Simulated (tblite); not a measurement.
Species: C₂H₁₄OSi₅.
SMILES with atom numbers: `[CH3:1][Si@@H:2]1[Si@H:3]([CH3:4])[SiH2:5][Si@@H:6]1[O:7][SiH3:8]` (hydrogens: H9, H10, H11 on C1; H12 on Si2; H13 on Si3; H14, H15, H16 on C4; H17, H18 on Si5; H19 on Si6; H20, H21, H22 on Si8)

Geometry (GFN2-xTB, Å), atoms numbered from 1 in this order:
```xyz
22
C2H14OSi5 angstrom
C      0.3929    1.2014   -2.1415
Si     0.2001   -0.6390   -1.6655
Si    -1.7426   -1.1005   -0.3593
C     -2.5600    0.5204    0.2418
Si    -0.3819   -2.0813    1.3187
Si     1.5352   -1.3751    0.1481
O      2.1565   -0.0537    0.9129
Si     2.0455    1.4070    1.5742
H      1.3376    1.3914   -2.6443
H     -0.4025    1.5426   -2.7992
H      0.3705    1.8203   -1.2483
H      0.3596   -1.3761   -2.9387
H     -2.8633   -1.8775   -0.9308
H     -3.3304    0.3375    0.9856
H     -3.0195    1.0692   -0.5755
H     -1.8169    1.1714    0.6947
H     -0.5902   -1.6368    2.7076
H     -0.5159   -3.5440    1.4322
H      2.7778   -2.1533    0.0356
H      2.4420    2.3780    0.5555
H      2.9448    1.3965    2.7223
H      0.6503    1.6209    1.9730
```

Computed with GFN2-xTB (tblite): harmonic, unscaled wavenumbers at the GFN2-xTB geometry, gas phase. Errors from tens to a few hundred cm⁻¹ against measured bands are possible. Modes of hydrogen on silicon can be 10 to 20 % off. One conformer, not necessarily the lowest.

Harmonic wavenumbers (cm⁻¹): 26.4, 42.7, 57.8, 75.5, 87.4, 103.3, 118.3, 127.8, 137.7, 157.5, 161.7, 187.9, 253.0, 322.2, 338.5, 344.9, 362.4, 385.1, 395.1, 453.3, 516.3, 537.8, 560.2, 580.8, 592.5, 605.1, 609.2, 619.4, 697.7, 718.0, 732.4, 777.6, 790.9, 795.3, 802.3, 821.8, 824.8, 828.4, 844.7, 1063.4, 1367.2, 1372.1, 1489.4, 1491.5, 1499.0, 1499.7, 2082.0, 2093.9, 2131.8, 2142.3, 2150.7, 2215.2, 2260.1, 2294.4, 3021.8, 3023.8, 3025.6, 3028.1, 3029.5, 3032.8.

A = 953.1, B = 652.3, C = 574.8 MHz; mass 193.989 u (most abundant isotopes); point group C1, symmetry number 1.

Problem. Zero-point energy?

Solution. ½Σν̃ = 31354 cm⁻¹ = 89.65 kcal/mol.

Problem. What is S at 500 K and 1 bar for an ideal gas of classical rigid rotors and harmonic oscillators?

Solution. Translation 44.29, rotation 32.72, vibration 91.05: S = 168.1 cal/(mol K).

Problem. And Cp and H(500 K) − H(0)?

Solution. Cp = 78.95 cal/(mol K), of which vibrations give 71.01 (their classical limit is 60 R = 119.2); H(500 K) − H(0) = 25.38 kcal/mol without the zero-point energy, 21.40 from vibrations.

Problem. What must be added to the electronic energy to get the Gibbs energy at 500 K and 1 bar?

Solution. ZPE + [H(500 K) − H(0)] − T·S = 89.65 + 25.38 − 84.03 = 31.00 kcal/mol.

Problem. How do the functions run with temperature in this model?

Solution. 
| T (K) | S (cal/(mol K)) | Cp (cal/(mol K)) | H − H(0) (kcal/mol) | G − H(0) (kcal/mol) | ln q(vib) |
| --- | --- | --- | --- | --- | --- |
| 50 | 67.0 | 20.2 | 0.66 | -2.69 | 1.55 |
| 100 | 84.3 | 30.3 | 1.94 | -6.50 | 4.38 |
| 298.15 | 131.9 | 60.6 | 11.12 | -28.21 | 14.94 |
| 373.15 | 146.5 | 68.6 | 15.98 | -38.66 | 18.56 |
| 750 | 202.9 | 93.0 | 47.00 | -105.19 | 34.21 |
| 1000 | 231.1 | 102.4 | 71.51 | -159.55 | 42.77 |

q(vib) and H(0) count from the zero-point level.

Problem. Which modes carry the vibrational entropy at 500 K?

Solution. 26.4 cm⁻¹: 7.11; 42.7 cm⁻¹: 6.15; 57.8 cm⁻¹: 5.55; 75.5 cm⁻¹: 5.02; 87.4 cm⁻¹: 4.74; 103.3 cm⁻¹: 4.41 cal/(mol K); the other 54 give 58.06 together.

Hindered rotation and anharmonicity are outside this model. Other conformers, if any are populated, would add a mixing term that is left out. The structure is chiral; the term R ln 2 for an equal mix with its mirror image is left out.

Hardware: one thread, Intel Xeon (x86_64), on a shared host. Cost: 3.5 s. The figure is for the frequency step alone.
